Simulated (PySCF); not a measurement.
Compound: C₄H₆F₃I.
Numbering: `[CH3:1][C@@H:2]([I:3])[CH2:4][C:5]([F:6])([F:7])[F:8]` (hydrogens: H9, H10, H11 on C1; H12 on C2; H13, H14 on C4)

Theory: PBE0-D3(BJ)/def2-SVP geometry optimisation, gas phase, def2 core potentials past Kr in PySCF.

Question: Give the optimised bond lengths and angles.

Answer: 
```csv
bond,length (Å)
C1–C2,1.513
C2–I3,2.184
C2–C4,1.521
C4–C5,1.512
"C5–F6, C5–F7, C5–F8",1.337
"C1–H9, C1–H10, C1–H11",1.100
C2–H12,1.098
C4–H13,1.099
C4–H14,1.101
```

Bonds in one row agree within 0.01 Å and their mean is given. A selection of angles:
```csv
angle,degrees
C2–C1–H9,111.1
C2–C1–H10,109.8
H9–C1–H10,108.2
C1–C2–I3,109.6
C1–C2–C4,115.6
C1–C2–H12,110.9
I3–C2–C4,107.8
I3–C2–H12,102.5
C4–C2–H12,109.6
C2–C4–C5,114.2
C2–C4–H13,110.4
C2–C4–H14,111.2
C5–C4–H13,105.8
C5–C4–H14,107.6
H13–C4–H14,107.3
C4–C5–F6,111.5
C4–C5–F7,112.9
C4–C5–F8,110.3
F6–C5–F7,107.2
```

Dihedral angles: C1–C2–C4–C5 68° (synclinal); C2–C4–C5–F6 53° (synclinal).

Of the pairs four or more bonds apart, F7···H10 is among the closest relative to their van der Waals radii: 2.38 Å, 89 % of the sum of Bondi's values.

Point group: C1 (no symmetry element, even within 0.4 Å). Whether it is a minimum is left open (no frequencies). One conformer, not necessarily the lowest.

On Arm Neoverse V1, one thread (shared host), this took 2.0 min wall and 0.63 GiB of memory at its peak. These figures are those of the optimisation.
